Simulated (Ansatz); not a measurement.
CHBrClF, SMILES F[C@H](Cl)Br.

Geometry optimised at B3LYP-D3(BJ)/def2-SVP.

Two levels are set side by side: PBE/def2-SVPD (Ansatz, a quantum-chemistry and plane-wave program) and CAM-B3LYP/def2-SVPD (Ansatz). Energy differences of separate SCF runs at the same geometry; the states with an electron removed or added have multiplicity 2 and 2. Differences are taken from unrounded values.

```tsv
quantity	CAM-B3LYP
vertical ionisation energy (eV)	11.26
vertical singlet–triplet gap (eV)	5.28
```

Q: What does PBE give, and how far is it from CAM-B3LYP? (The exact figures need the calculation; the answer reports its results.)

A: 
```
quantity                             PBE  PBE minus CAM-B3LYP
---------------------------------  -----  -------------------
vertical ionisation energy (eV)    10.74                -0.52
vertical singlet–triplet gap (eV)   5.04                -0.25
```
